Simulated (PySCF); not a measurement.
## What each rung costs, and what it gives

Saddle point of GaH5O3, closed shell (GaH₃O₃ ([OH][Ga]([OH])[OH]) + H₂ → GaH₃O₂ ([OH][GaH][OH]) + H₂O (still joined by a long Ga–O bond); bonds formed: Ga1–H6, O2–H5; bonds broken: H5–H6; bonds weakened to dative contacts: Ga1–O2), PBE0-D4/def2-TZVP structure:

Ga1  (-0.132, -0.451, 0.166)
O2  (0.200, 1.000, -1.086)
O3  (1.294, -1.251, 0.865)
O4  (-1.573, -1.413, -0.206)
H5  (-0.123, 1.408, 0.093)
H6  (-0.470, 1.157, 1.002)
H7  (1.103, 1.156, -1.381)
H8  (1.898, -0.658, 1.313)
H9  (-2.199, -0.948, -0.765)
(Å)

Barriers are electronic and count from the start structure reached by relaxing down the imaginary mode.

Program: PySCF 2.14 with density fitting (its default auxiliary sets; JK sets also for MP2 and CCSD(T)). Basis: as named in each row. Cores are frozen in the correlated methods. Filled d shells of the heavier atoms are correlated. The def2 sets are not built for correlating such inner shells, so the correlated values are less sure here. B3LYP uses VWN-RPA correlation. Extrapolation: Hartree–Fock as exp(−7.88 √X), correlation as X^−2.97.

Times are rough, for one single point on 4 threads of a shared host (Arm Neoverse V2).

The estimate by CCSD(T) at an estimated basis limit (MP2 extrapolated from triple and quadruple zeta, plus CCSD(T) − MP2 in triple zeta) is 26.52 kcal/mol.

| method | basis | time (s) | barrier (kcal/mol) | method less estimate |
| --- | --- | --- | --- | --- |
| HF | STO-3G | under 1 | 48.71 | 22.19 |
| B3LYP-D4 | 6-31G | 4 | 25.16 | -1.36 |
| PBE0-D4 | def2-SVP | 6 | 18.82 | -7.71 |
| PBE-D4 | def2-SVP | 6 | 16.63 | -9.90 |
| MP2 | def2-QZVPP | 9 | 26.65 | 0.13 |
| SPW92 | def2-TZVPP | 10 | 12.52 | -14.00 |
| BHLYP-D4 | def2-TZVPP | 12 | 27.11 | 0.59 |
| B3LYP-D4 | def2-TZVPP | 13 | 24.89 | -1.63 |
| PBE-D4 | def2-TZVPP | 14 | 20.21 | -6.32 |
| PBE0-D4 | def2-TZVPP | 14 | 21.96 | -4.56 |
| r2SCAN-D4 | def2-TZVPP | 32 | 21.83 | -4.69 |
| CCSD(T) | def2-SVP | 52 | 24.87 | -1.65 |
| wB97M-V | def2-TZVPP | 160 | 24.92 | -1.61 |
| CCSD(T) | def2-TZVPP | 830 | 26.10 | -0.43 |

All methods are single points on the PBE0-D4 structures.

The T1 diagnostic stays at or below 0.014.

Labels in which every atom is bracketed show which atoms are joined, not bond orders.
